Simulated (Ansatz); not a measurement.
Geometry optimisation of Ca₃⁻.

```yaml
crystal:
  periodic: [false, false, false]
  atoms:
    - {symbol: Ca, position_ang: [-0.044511, -0.010893, 2.135063]}
    - {symbol: Ca, position_ang: [-1.201476, 1.392673, -1.085937]}
    - {symbol: Ca, position_ang: [1.245988, -1.381780, -1.049126]}
basis:
  gaussian: {orbitals: def2-TZVPD}
total_charge: -1
magnetization: {spin_polarized: true, initial_magnetization: 3}
hamiltonian: {xc: r2scan}
scf: {omitted_lower_state_checks: [starts]}
output: {orbitals: {seedname: orbitals}}
relax: {f_tol: 0.02, max_steps: 100}
```

```sh
$ ansatz run in.yaml --threads 4 --pin off --events-out ev --progress --plain --max-ram 3916MiB
```

Shortened log:

```
Functional definition: r2SCAN
mean field -55309.29276766 eV, -2032.5790192264 hartree, gradient 1.1e-7 eV, S^2 4.051149; 0 other end points of the search recorded, 0 dependent functions left out
relax step   1: F+E_penalty+E_count = -55309.29276766 eV  Δ(F+E_penalty+E_count) = +0.000e0 eV  max|allowed force component| = 1.991e-1 eV/Å  Δτ_max = 0.0000 Å  (165 SCF iters, accepted)
mean field -55309.29890093 eV, -2032.5792446199 hartree, gradient 2.4e-7 eV, S^2 4.047234; 0 other end points of the search recorded, 0 dependent functions left out
relax step   2: F+E_penalty+E_count = -55309.29890093 eV  Δ(F+E_penalty+E_count) = -6.133e-3 eV  max|allowed force component| = 1.426e-1 eV/Å  Δτ_max = 0.0231 Å  (137 SCF iters, accepted)
mean field -55309.30491206 eV, -2032.5794655249 hartree, gradient 2.4e-7 eV, S^2 4.034529; 0 other end points of the search recorded, 0 dependent functions left out
relax step   3: F+E_penalty+E_count = -55309.30491206 eV  Δ(F+E_penalty+E_count) = -6.011e-3 eV  max|allowed force component| = 1.212e-2 eV/Å  Δτ_max = 0.0599 Å  (135 SCF iters, accepted)
mean field -55309.30491206 eV, -2032.5794655249 hartree, gradient 2.4e-7 eV, S^2 4.034529; 0 other end points of the search recorded, 0 dependent functions left out
Total energy: -55309.30496010 eV, -2032.5794672902 hartree
Atom 0 at    -0.042787    -0.010465     2.052166 Å, force    -0.000245    -0.000070     0.012116 eV/Å
Atom 1 at    -1.200874     1.390799    -1.044461 Å, force    -0.007880     0.009108    -0.006188 eV/Å
Atom 2 at     1.243662    -1.380334    -1.007705 Å, force     0.008126    -0.009038    -0.005929 eV/Å
Dipole moment:    -0.003420    -0.000788     0.162338 e Å
Checks for a lower state left out: starts
```

Run time 72 s (4 threads of Arm Neoverse V2 on a shared host).

The charge -1 quartet is spin-contaminated (final ⟨S²⟩ up to 4.03, 3.75 for a pure state). The highest occupied level of the charge -1 quartet lies above zero (up to 0.41 eV). The electron is either unbound and held by the finite basis, or the level is raised by self-interaction error. At r2SCAN/def2-TZVPD a doublet of charge -1 lies 0.59 eV below the quartet, each at its own geometry. The structure comes from a short search, and lower isomers may exist.
